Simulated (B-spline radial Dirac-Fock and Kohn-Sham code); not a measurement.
## The K (1s) hole of cerium ions: width and yield against charge

Calculated with a radial atomic solver, using a relativistic independent-particle model: LDA orbitals of the hole state, radiative multipoles to third order, Auger rates from the Coulomb interaction with a continuum orbital, Dirac-Fock energies. Tabulated ground configurations, configuration averages; single configurations, so decays that open only by mixing (as 1s 2s² with 1s 2p² in Be-like ions) are missing and such tiny yields are far too low.

| ion | configuration | radiative (eV) | non-radiative (eV) | yield |
| --- | --- | --- | --- | --- |
| Ce | [Xe] 4f1 5d1 6s2 | 13.5 | 1.30 | 0.912 |
| Ce⁺ | [Xe] 4f1 5d2 | 13.5 | 1.30 | 0.912 |
| Ce²⁺ | [Xe] 4f2 | 13.5 | 1.30 | 0.912 |
| Ce³⁺ | [Xe] 4f1 | 13.5 | 1.30 | 0.912 |
| Ce⁴⁺ | [Kr] 4d10 5s2 5p6 | 13.5 | 1.30 | 0.912 |
| Ce⁵⁺ | [Kr] 4d10 5s2 5p5 | 13.5 | 1.30 | 0.912 |
| Ce⁶⁺ | [Kr] 4d10 5s2 5p4 | 13.5 | 1.30 | 0.912 |
| Ce⁷⁺ | [Kr] 4d10 5s2 5p3 | 13.5 | 1.30 | 0.912 |
